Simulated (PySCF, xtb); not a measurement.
H2O3Si, SMILES O=[Si](O)O.

GFN2-xTB (xtb) at its own geometry gives an orbital gap of 6.94 eV and a dipole moment of 2.09 D.

Geometry: B3LYP-D3(BJ)/def2-SVP. The values are those of a single conformer.

### Question
What does ωB97X/def2-TZVPD in PySCF give? (An estimate is asked for; the answer gives what the named calculation found.)

### Answer
gap 11.39 eV (levels -10.99 and 0.39 eV), dipole 1.97 D.
